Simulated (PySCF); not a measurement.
Where the electron goes

Compound: biphenylene, C12H8.
Z-matrix (Å and degrees, PBE0-D3(BJ)/def2-SVP geometry), rows numbered from 1:
```
C 
C   1  1.3890
C   2  1.4174  1  121.92
C   3  1.3729  2  115.79  1     0.01
C   4  1.4220  3  122.29  2    -0.00
C   5  1.3728  4  122.25  3    -0.00
C   5  1.5039  4   90.02  3   179.98
C   7  1.3727  5  147.72  4   179.94
C   8  1.4175  7  115.75  5  -179.91
C   9  1.3889  8  121.95  7    -0.03
C  10  1.4176  9  121.93  8     0.04
C  11  1.3727 10  115.77  9    -0.04
H   1  1.0930  2  118.97  3   180.00
H   2  1.0928  1  118.99  3  -180.00
H   3  1.0920  2  120.95  1   179.99
H   6  1.0919  1  120.94  2   179.99
H   8  1.0919  7  123.30  5     0.06
H   9  1.0928  8  119.06  7   179.98
H  10  1.0928  9  118.99  8  -179.97
H  11  1.0919 10  120.95  9   179.98
```

Method: PySCF, TDDFT PBE0/def2-SVPD, vertical, gas phase, core orbitals frozen in the response.

Frontier orbitals with the atoms that hold most of them (Löwdin shares over 4%, at most four atoms; ? is withheld):

```csv
orbital,ε (eV),atoms
HOMO-3,-8.39,"C9 14%, C2 14%, C10 14%, C1 14%"
HOMO-2,-7.98,"C8 11%, C11 11%, C6 11%, C3 11%"
HOMO-1,-7.24,"C6 13%, C3 13%, C8 13%, C11 13%"
HOMO,-5.92,?
LUMO,?,?
LUMO+1,-1.05,"C11 12%, C8 12%, C3 12%, C6 12%"
LUMO+2,0.73,"C10 13%, C2 13%, C9 13%, C1 13%"
```

Problem. Give the leading atoms of the LUMO.

Solution. C5 (bonded to 3 C) 11%; C7 (bonded to 3 C) 11%; C4 (bonded to 3 C) 11%; C12 (bonded to 3 C) 11%.

Problem. Which atoms hold the HOMO, and with what shares?

Solution. C4 (bonded to 3 C) 10%; C12 (bonded to 3 C) 10%; C5 (bonded to 3 C) 10%; C7 (bonded to 3 C) 10%.

Problem. What is the LUMO energy, and the HOMO–LUMO gap?

Solution. ε(LUMO) = -1.52 eV; the gap is 4.40 eV (0.1617 hartree).

Problem. The HOMO–LUMO gap is 4.40 eV. Where does the response calculation put the lowest singlet, and from which orbitals?

Solution. S1 is at 3.35 eV (f = 0.0000), 1.06 eV below the gap, made of HOMO→LUMO (99%). Without the coupling terms of the response equations the lowest excitation would equal the gap.

Problem. Give energy, strength and leading configuration of S1, S2, S4 and S5, and follow the Löwdin shares of the leading atoms from the occupied to the empty orbital.

Solution. 
- S1 (3.35 eV, f 0.0000), HOMO→LUMO (99%): C4 10% → 11%, C12 10% → 11%, C5 10% → 11%, C7 10% → 11%
- S2 (3.96 eV, f 0.109), HOMO→LUMO+1 (74%): C4 10% → at most 13%, C12 10% → at most 13%, C11 at most 11% → 12%, C8 at most 11% → 12%
- S4 (5.32 eV, f 1.161), HOMO-1→LUMO (74%): C6 13% → at most 12%, C3 13% → at most 12%, C5 at most 14% → 11%, C7 at most 14% → 11%
- S5 (5.63 eV, f 0.0000), HOMO-1→LUMO+1 (98%): C6 13% → 12%, C3 13% → 12%, C11 13% → 12%, C8 13% → 12%

Löwdin shares depend on the basis, the more so with diffuse functions.
